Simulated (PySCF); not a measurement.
## SnS: mean field, correlation and small terms against distance

State: ¹Σ⁺, singlet, closed shell. RHF-based CCSD(T) in PySCF 2.14 with Sn cc-pwCVDZ-PP with ECP28, S aug-cc-pV(D+d)Z and Sn cc-pwCVTZ-PP with ECP28, S aug-cc-pV(T+d)Z (frozen core orbitals: 9; scalar-relativistic core potentials). Correlation energies are extrapolated as n⁻³ (n = 2, 3), Hartree–Fock as (n+1)·exp(−9√n). CV is the change on freezing 5 orbitals instead, in Sn cc-pwCVTZ-PP with ECP28, S cc-pwCVTZ. All energies in eV from Sn + S.

```csv
R (Å),HF/CBS,CCSD corr.,(T),CV,total
1.9528,-1.616,-2.015,-0.2983,-0.0317,-3.961
2.0416,-2.285,-2.007,-0.3203,-0.0246,-4.637
2.1304,-2.583,-2.016,-0.3470,-0.0189,-4.965
2.2191,-2.615,-2.039,-0.3784,-0.0145,-5.047
2.3079,-2.461,-2.071,-0.4146,-0.0110,-4.958
2.4189,-2.093,-2.122,-0.4667,-0.0079,-4.690
2.5298,-1.606,-2.179,-0.5264,-0.0058,-4.318
```

A fit to the total gives Re = 2.2118 Å, De = 5.048 eV, ωe = 488.3 cm⁻¹, Be = 0.1365 cm⁻¹ (masses 119.9022 and 31.9721 u).

At R = 2.2191 Å the CCSD correlation energy is -0.483577 hartree in the smaller basis and -0.690582 in the larger. Extrapolate it.

(3³·E3 − 2³·E2)/(3³ − 2³) = -0.77774 hartree; the larger basis holds 88.8 % of it.

The T1 diagnostic is 0.025, large enough to doubt a single reference. The open-shell atoms are computed with UHF. Spin–orbit coupling, excitations beyond (T) and corrections to the Born–Oppenheimer picture are left out, and spin–orbit coupling matters for open p, d or f shells this heavy.
